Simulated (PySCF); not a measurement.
## Worked example: oscillator strength and radiative lifetime

Te(F)(SMe) (CH₃FSTe), SMILES CS[Te]F.

The structure is a stationary point at B3LYP-D3(BJ)/def2-SVP. The def2 effective core potentials stand for the cores of Te; spin–orbit coupling is left out. Other conformers were not sampled.

TDA-LC-ωPBE/def2-SVPD in PySCF puts the first singlet state with f over 0.02 at 6.61 eV (vertical), with the transition dipole (0.297, 0.537, 0.562) in atomic units.

Question: Find the oscillator strength, the wavelength and the radiative lifetime that this transition would have in vacuum if emission retraced absorption.

Answer: 
|μ|² = 0.6924 au, so |μ| = 2.11 D. ΔE = 6.61/27.211 = 0.2429 hartree. f = (2/3) ΔE |μ|² = 0.112 (the program prints 0.112).
λ = 1239.84/6.61 = 188 nm; ν = 53313 cm⁻¹.
Einstein's coefficient A = 0.6670 ν² f s⁻¹ (ν in cm⁻¹) = 2.1e8 s⁻¹, so τ = 1/A = 4.7 ns. This state is S6; the lower singlets have f = 0.001, 0.001, 0.002, 0.013, 0.013. The figure is the radiative limit of this one transition; relaxation, internal conversion, crossing to triplets and a medium change what is measured.
